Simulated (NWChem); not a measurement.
System: C3H4ClF; SMILES Cl/C=C(/F)C

All runs: NWChem. Pople sets run with spherical d functions. Structure relaxed at the B3LYP/6-31G* (spherical d) level. B3LYP is NWChem's, with the RPA form of VWN correlation. Level: B3LYP/6-31G* with SMD (1 M gas to 1 M solution), gas-phase geometry.

Q: Estimate the computed values for solvent water. Quantities: solvation free energy (kcal/mol); cavity-dispersion-structure term (kcal/mol); dipole in solution (D).

A: The solvation free energy (kcal/mol) is 0.7 and the cavity-dispersion-structure term (kcal/mol) comes out as 3.6. The dipole in solution (D) is 1.30.
